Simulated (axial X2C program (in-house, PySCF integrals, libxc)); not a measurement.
# Estimating the spin–orbit splitting of the π levels of InF

Computed with an in-house relativistic program for diatomic molecules. Spin-free means the one-electron spin-free X2C Hamiltonian; two-component (2c) means X2C with spin–orbit coupling and atomic mean-field two-electron Coulomb and Gaunt terms, so the difference of the two also holds small scalar two-electron terms. Basis: In dyall-cv3z [11s12p9d4f1g], F dyall-av3z [7s6p3d2f] (cores contracted in-house); Gaussian nuclei, density fitting, unrestricted open shells. Masses: In 114.904 u, F 18.998 u.

Hartree–Fock at 1.999 Å, closed shell. Valence p splittings ε(p3/2) − ε(p1/2) of spherical Dirac–Hartree–Fock atoms with fractionally filled p shells: F 2p 0.072 eV.

```
filled π level (eV), spin-free  In p share  F p share
                        -14.67      < 0.02       0.95
```

Q: In first order a p shell splits by 3ζ/2 and a π orbital by ζ. Estimate the splitting of each π level from the shares.

A: level -14.67 eV: (2/3) × (0.95 × 0.072) = 0.05 eV.

The two-component Hartree–Fock calculation gives:

```csv
ε(ω = 1/2) (eV),σ share of it,ε(ω = 3/2) (eV),splitting (eV),estimate (eV)
-14.689,0.00,-14.652,0.04,0.05
```

The estimate leaves out the mixing of π1/2 with σ1/2 levels, which pushes the ω = 1/2 spinor up or down, the d and f parts of the orbital, small shares of the strongly split outer-core p shell of a metal, the Gaunt term (absent from the atomic values), and the change of the atomic p orbitals with charge; Löwdin shares depend on the basis.
